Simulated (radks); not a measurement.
Results of a calculation; reference values are marked as such.
Spin polarisation of the 4f5 shell in Sm3+. Start: [Xe] 4f(up 2.5, down 2.5); electrons of 4f are moved from spin down to spin up, other shells keep equal spins. Code: a radial shooting solver on a logarithmic mesh with Libxc functionals. Model: non-relativistic Kohn-Sham, TPSS, spin-polarised, spherical densities, point nucleus; meta-GGA in the generalised Kohn-Sham scheme.

moment (Bohr magnetons) = 0: E - E(0) (eV) 0.000; e(4f up) (eV) -35.991; e(4f down) (eV) -35.991; 5p down minus up (eV) 0.000; 5s down minus up (eV) 0.000; 4d down minus up (eV) 0.000
moment (Bohr magnetons) = 1: E - E(0) (eV) -0.212; e(4f up) (eV) -36.396; e(4f down) (eV) -35.549; 5p down minus up (eV) 0.307; 5s down minus up (eV) 0.385; 4d down minus up (eV) 0.905
moment (Bohr magnetons) = 2: E - E(0) (eV) -0.847; e(4f up) (eV) -36.764; e(4f down) (eV) -35.069; 5p down minus up (eV) 0.615; 5s down minus up (eV) 0.771; 4d down minus up (eV) 1.810
moment (Bohr magnetons) = 3: E - E(0) (eV) -1.907; e(4f up) (eV) -37.093; e(4f down) (eV) -34.549; 5p down minus up (eV) 0.925; 5s down minus up (eV) 1.158; 4d down minus up (eV) 2.716
moment (Bohr magnetons) = 4: E - E(0) (eV) -3.391; e(4f up) (eV) -37.385; e(4f down) (eV) -33.990; 5p down minus up (eV) 1.237; 5s down minus up (eV) 1.548; 4d down minus up (eV) 3.623
moment (Bohr magnetons) = 5: E - E(0) (eV) -5.302; e(4f up) (eV) -37.637; e(4f down) (eV) -33.388; 5p down minus up (eV) 1.553; 5s down minus up (eV) 1.940; 4d down minus up (eV) 4.532

At moment 5 the spin-polarisation energy is -5.302 eV and the 4f exchange splitting 4.248 eV, that is 0.850 eV per Bohr magneton; E = -I m^2/4 would give I = 0.848 eV.
